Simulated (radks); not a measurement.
Q: The mean radii <r> (bohr) of the occupied orbitals of an atom or ion are listed with their occupations. Method: Dirac Kohn-Sham, LDA (Slater exchange, Perdew-Wang correlation), spin-unpolarised, spherical densities, finite nucleus; Fermi nuclear charge, rms radius of each element as measured or else 0.836 A^(1/3) + 0.57 fm; computed with a radial shooting solver on a logarithmic mesh with Libxc functionals.

| orbital | occ. | <r> |
|---|---|---|
| 1s1/2 | 2 | 0.02276 |
| 2s1/2 | 2 | 0.09656 |
| 2p1/2 | 2 | 0.08076 |
| 2p3/2 | 4 | 0.08738 |
| 3s1/2 | 2 | 0.2549 |
| 3p1/2 | 2 | 0.2444 |
| 3p3/2 | 4 | 0.2572 |
| 3d3/2 | 4 | 0.2287 |
| 3d5/2 | 6 | 0.2327 |
| 4s1/2 | 2 | 0.5795 |
| 4p1/2 | 2 | 0.5935 |
| 4p3/2 | 4 | 0.6228 |
| 4d3/2 | 4 | 0.6654 |
| 4d5/2 | 6 | 0.6758 |
| 5s1/2 | 2 | 1.410 |
| 5p1/2 | 2 | 1.596 |
| 5p3/2 | 4 | 1.697 |
| 6s1/2 | 2 | 4.267 |
| 4f5/2 | 6 | 1.013 |

Name the element and its charge. Open shells, if any, fill j = l - 1/2 first.

A: Z = 62, samarium, charge 0: Sm in [Xe] 4f6 6s2. The 1s radius gives Z: for a bare nucleus <r> = (2 gamma + 1)/(2Z) with gamma = sqrt(1 - (Z/c)^2), 0.02245 bohr for Z = 62, and screening makes it slightly larger (0.02276 here). The occupations add up to 62, and the charge is Z minus that.
